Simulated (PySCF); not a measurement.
## Electric field gradients and quadrupole coupling constants

Compound: C4H9NO3Si2.
SMILES with atom numbers: `[OH:1][SiH:2]([OH:3])[O:4][SiH2:5][n:6]1[cH:7][cH:8][cH:9][cH:10]1` (hydrogens: H11 on O1; H12 on Si2; H13 on O3; H14, H15 on Si5; H16 on C7; H17 on C8; H18 on C9; H19 on C10)

Cartesian coordinates in Å at the GFN2-xTB level; atoms count from 1:
```
atom  x, y, z in Å
O1     3.629    0.392    1.223
Si2    2.820    0.725   -0.132
O3     3.605   -0.016   -1.345
O4     1.306    0.164    0.017
Si5    0.308   -0.883    0.720
N6    -1.276   -0.357    0.208
C7    -1.606    0.768   -0.500
C8    -2.955    0.816   -0.672
C9    -3.492   -0.331   -0.039
C10   -2.441   -1.018    0.484
H11    4.569    0.239    1.185
H12    2.655    2.148   -0.356
H13    3.200   -0.097   -2.203
H14    0.412   -0.796    2.173
H15    0.549   -2.224    0.185
H16   -0.838    1.443   -0.821
H17   -3.509    1.576   -1.188
H18   -4.529   -0.603    0.014
H19   -2.418   -1.935    1.039
```

Field gradients from the PBE0/pcSseg-1 density (PySCF, non-relativistic), principal values in atomic units, ordered |Vxx| ≤ |Vyy| ≤ |Vzz|:

```json
{"atom": "O1", "Vxx": "-0.3966", "Vyy": "-1.1072", "Vzz": "1.5038"}
{"atom": "O3", "Vxx": "-0.4060", "Vyy": "-1.1017", "Vzz": "1.5077"}
{"atom": "O4", "Vxx": "-0.3782", "Vyy": "-0.6021", "Vzz": "0.9804"}
{"atom": "N6", "Vxx": "0.0416", "Vyy": "0.3682", "Vzz": "-0.4098"}
```

Question: Find the asymmetry η = (Vxx − Vyy)/Vzz and the couplings χ = eQV/h (234.96 MHz × Q in barn × V in au), with Q(17O) = −0.0256 b, Q(14N) = 0.02044 b.

Answer: 
```csv
atom,environment,nucleus,η,χzz (MHz),χxx (MHz),χyy (MHz)
O1,silanol oxygen,17O,0.47,-9.05,2.39,6.66
O3,silanol oxygen,17O,0.46,-9.07,2.44,6.63
O4,siloxane oxygen,17O,0.23,-5.90,2.27,3.62
N6,pyrrole-type nitrogen,14N,0.80,-1.968,0.200,1.768
```

The tensor is traceless: Vxx + Vyy + Vzz = 0.

Question: What is Vzz at O3 in SI units (1 au = 9.71736 × 10²¹ V/m²)?

Answer: 1.5077 au = 14.651 × 10²¹ V/m².

Question: What couplings would deuterons (Q(2H) = 0.00286 b) have in place of the hydrogens, at this geometry?

Answer: 
| atom | bonded to | bond length (Å) | Vzz (au) | η | χzz (kHz) |
| --- | --- | --- | --- | --- | --- |
| H11 | O1 | 0.953 | 0.5120 | 0.06 | 344 |
| H12 | Si2 | 1.450 | 0.1650 | 0.01 | 111 |
| H13 | O3 | 0.952 | 0.5160 | 0.06 | 347 |
| H14 | Si5 | 1.460 | 0.1588 | 0.02 | 107 |
| H15 | Si5 | 1.464 | 0.1561 | 0.03 | 105 |
| H16 | C7 | 1.072 | 0.3451 | 0.10 | 232 |
| H17 | C8 | 1.073 | 0.3488 | 0.07 | 234 |
| H18 | C9 | 1.073 | 0.3482 | 0.07 | 234 |
| H19 | C10 | 1.072 | 0.3461 | 0.13 | 233 |

Isolated species at its GFN2-xTB geometry (one conformer only). GFN2-xTB bond lengths can be off by several hundredths of an ångström, more for odd bonds, and the gradients follow them. These gradients aren't converged with respect to the basis.

The run behind these numbers computed NMR shieldings as well. Time: 98 s; peak memory 1.0 GiB. Hardware: one thread of an Arm Neoverse N1, no GPU, shared host.
